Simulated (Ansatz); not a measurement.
`OB1OC(Br)O1` → B• + Br• + C• + 2 H• + 3 O•  (atomization)

Calculated with Ansatz (gas phase, PBE0-D4/def2-TZVP geometries, no zero-point term in ΔE). CBS: MP2 limit from def2 TZ/QZ plus the TZ coupled-cluster correction, frozen cores. This one scheme is used for every species, atoms too. Functionals use def2-TZVPP. HSE06 is defined as in plane-wave codes. Open shells (•) are unrestricted, without spin–orbit coupling. Spin–orbit coupling would lower the free atoms: a little for B, C, O; clearly for Br. Bonds to Br are less sure, by a few kJ/mol each and by 10 to 20 or more in all where they break to atoms, as the def2 sets lack core-valence functions. Scalar relativity is left out up to krypton. Each species was taken in one conformer, which may not be the lowest.

**Question.** What is ΔE at CCSD(T)/CBS? (Estimate.)

**Answer.** Computed: +3467.0 kJ/mol.

**Question.** What do these levels give: LDA (SPW92), BLYP-D4, r2SCAN0-D4, ωB97X-V, ωB97M-V, r2SCANh, HSE06, MP2/def2-SVP, HF/def2-QZVPP, MP2/def2-QZVPP, SCS-MP2/def2-QZVPP, CCSD/CBS(def2)? (Estimate.)

**Answer.** The calculation gave: LDA (SPW92) 4154.6, BLYP-D4 3478.1, r2SCAN0-D4 3397.5, ωB97X-V 3469.0, ωB97M-V 3481.2, r2SCANh 3455.9, HSE06 3479.9, MP2/def2-SVP 3416.4, HF/def2-QZVPP 2361.2, MP2/def2-QZVPP 3587.6, SCS-MP2/def2-QZVPP 3508.0, CCSD/CBS(def2) 3386.2 kJ/mol.

Largest T1 diagnostic among the species: 0.014.

Leaving LDA and LC-ωPBE aside and taking each functional with its dispersion term where it has one, the values, not all of them listed here, spread over 346.2 kJ/mol, from BHLYP-D4 to PBE-D4. LDA lies +556.8 kJ/mol from PBE without D4, its usual overbinding. In def2-TZVPP, CCSD(T) changes the Hartree–Fock value by +1003.8 kJ/mol (the triples alone add +80.7 kJ/mol) and MP2 by +1168.2 kJ/mol; breaking electron pairs costs correlation energy, which Hartree–Fock lacks. The D4 term adds +29.1 kJ/mol with B3LYP and +15.0 kJ/mol with PBE0; it sums over pairs of atoms, weighted by their polarisabilities, and B3LYP, whose exchange is more repulsive, gets the larger term.

B3LYP here is the variant with VWN-RPA as its local correlation; programs differ in this.

For atomizations the MP2-based limit and the directly extrapolated one differ by several kJ/mol either way, and by 10 to 25 for some Ge, Se and Sn compounds, so smaller differences from it don't rank the levels.
